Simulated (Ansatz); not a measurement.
Isolated molecules relaxed with PBE0-D4/def2-TZVP in Ansatz; ΔE leaves out vibrations. CCSD(T)/CBS is the MP2 limit (def2-TZVPP, def2-QZVPP) plus CCSD(T) − MP2 in def2-TZVPP, frozen cores. This one scheme is used for every species. Functionals use def2-TZVPP. B3LYP here is the variant with VWN-RPA as its local correlation; programs differ in this. For Ge outer-core shells are correlated without core-valence functions, which leaves a few kJ/mol of doubt a bond. Scalar relativity is left out up to krypton.

`ClB1C[SiH]1[GeH3]` + `BN` → `B[NH][GeH3]` + `ClB1C[SiH2]1`  (cleavage of the Ge–Si bond)

`ClB1C[SiH]1[GeH3]`:

```xyz
11

Cl    1.088    2.604    1.606
B     1.168    1.356    0.418
C     0.796    1.231   -1.044
Si    0.677   -0.457   -0.046
Ge   -1.397   -1.380    0.632
H     1.594    0.939   -1.731
H     0.051    1.856   -1.532
H     1.620   -1.414   -0.676
H    -2.297   -0.248    1.151
H    -2.110   -2.081   -0.537
H    -1.190   -2.405    1.760
```

`BN`:

Z-matrix (Å, degrees):
```
B
N 1 1.385
H 1 1.197 2 119.0
H 1 1.197 2 119.0 3 -180.0
H 2 1.006 1 123.2 3 -0.0
H 2 1.006 1 123.2 3 180.0
```

`B[NH][GeH3]`:

Cartesian coordinates in Å:
```
B -1.210 0.878 -0.544
N -0.650 -0.237 0.071
Ge 1.156 -0.536 0.364
H -0.490 1.753 -0.936
H -2.400 0.948 -0.672
H -1.275 -0.962 0.395
H 1.402 -0.692 1.875
H 1.893 0.679 -0.201
H 1.574 -1.832 -0.351
```

`ClB1C[SiH2]1`:

Cartesian coordinates in Å:
```
Cl 0.893 0.567 2.571
B 0.533 0.016 0.975
C -0.692 -0.550 0.292
Si 0.481 0.470 -0.898
H -0.561 -1.505 -0.227
H -1.710 -0.429 0.656
H 0.903 -0.411 -2.010
H 0.153 1.841 -1.360
```

```
             level  ΔE (kJ/mol)  difference from CCSD(T)/CBS
            PBE-D4         43.9                         15.0
         r2SCAN-D4         36.7                          7.8
           PBE0-D4         40.6                         11.7
          B3LYP-D4         31.8                          2.9
           ωB97X-V         26.6                         -2.3
           ωB97M-V         27.5                         -1.4
            B2PLYP         26.5                         -2.4
               PBE         42.8                         13.9
            r2SCAN         36.1                          7.2
              PBE0         39.2                         10.3
             B3LYP         30.1                          1.2
     HF/def2-TZVPP         12.1                        -16.8
    MP2/def2-TZVPP         23.8                         -5.1
SCS-MP2/def2-TZVPP         18.6                        -10.3
   CCSD/def2-TZVPP         23.6                         -5.3
CCSD(T)/def2-TZVPP         25.5                         -3.4
     HF/def2-QZVPP         11.1                        -17.8
    MP2/def2-QZVPP         25.4                         -3.5
SCS-MP2/def2-QZVPP         19.8                         -9.1
      HF/CBS(def2)         11.0                        -17.9
     MP2/CBS(def2)         27.2                         -1.7
    CCSD/CBS(def2)         27.0                         -1.9
       CCSD(T)/CBS         28.9                            0
```

Largest T1 diagnostic among the species: 0.013.

In def2-TZVPP, CCSD(T) changes the Hartree–Fock value by +13.4 kJ/mol (the triples alone add +1.9 kJ/mol) and MP2 by +11.7 kJ/mol. From PBE to PBE0 (25 % exact exchange), in def2-TZVPP and without D4, ΔE moves by −3.6 kJ/mol.
